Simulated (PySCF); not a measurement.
Isomers of C8H9OP, mass 152.039 u with the commonest isotopes. Computed with PBE0-D3(BJ)/def2-SVP geometry optimisation, gas phase in PySCF 2.14.0. One conformer each, none proved a minimum here; rigid rotors.

Task: Order these by out-of-plane moment Σ m c² = (Ia + Ib − Ic)/2, largest first.
A. `[CH3:1][C:2]#[C:3][P:4]([CH3:5])[c:6]1[cH:7][cH:8][o:9][cH:10]1` with C3–P4–C6–C7 57°
B. `[O:1]=[P@@H:2]1[CH2:3][C@@H:4]1[c:5]1[cH:6][cH:7][cH:8][cH:9][cH:10]1` with C3–C4–C5–C6 -54°
C. `[CH3:1][c:2]1[cH:3][c:4]([CH3:5])[p:6][c:7]([CH:8]=[O:9])[cH:10]1` with P6–C7–C8–O9 0°

Result: A (44.35 u·Å²), B (35.71 u·Å²), C (3.18 u·Å²).

Task: Order these by radius of gyration √(Σ m r²/M), smallest first.
A. `[CH3:1][c:2]1[cH:3][c:4]([CH3:5])[p:6][c:7]([CH:8]=[O:9])[cH:10]1` with P6–C7–C8–O9 0°
B. `[CH3:1][C:2]#[C:3][P:4]([CH3:5])[c:6]1[cH:7][cH:8][o:9][cH:10]1` with C3–P4–C6–C7 57°
C. `[CH3:1][C:2](=[O:3])[c:4]1[cH:5][p:6][cH:7][c:8]([CH3:9])[cH:10]1` with C1–C2–C4–C5 -3°

Result: A (2.349 Å), C (2.388 Å), B (2.521 Å).

Task: Order these by dipole moment, largest first.
A. `[CH3:1][c:2]1[cH:3][c:4]([CH3:5])[p:6][c:7]([CH:8]=[O:9])[cH:10]1` with P6–C7–C8–O9 0°
B. `[O:1]=[P@@H:2]1[CH2:3][C@@H:4]1[c:5]1[cH:6][cH:7][cH:8][cH:9][cH:10]1` with C3–C4–C5–C6 -54°
C. `[CH3:1][C:2](=[O:3])[c:4]1[cH:5][p:6][cH:7][c:8]([CH3:9])[cH:10]1` with C1–C2–C4–C5 -3°
D. `[CH3:1][C:2]#[C:3][P:4]([CH3:5])[c:6]1[cH:7][cH:8][o:9][cH:10]1` with C3–P4–C6–C7 57°

Result: A (4.96 D), B (3.57 D), D (1.63 D), C (1.01 D).

```csv
SMILES,point group,Ia (u·Å²),Ib (u·Å²),Ic (u·Å²),κ,μa (D),μb (D),μc (D)
CC#CP(C)c1ccoc1,C1,280.88,729.91,922.08,-0.77,1.04,0.64,1.08
Cc1cc(C)pc(C=O)c1,–,334.84,507.01,835.50,-0.13,4.56,1.95,0.10
CC(=O)c1cpcc(C)c1,–,291.30,578.74,863.48,-0.50,0.85,0.51,0.17
O=[P@@H]1C[C@@H]1c1ccccc1,C1,182.97,712.55,824.09,-0.91,0.31,3.51,0.59
```
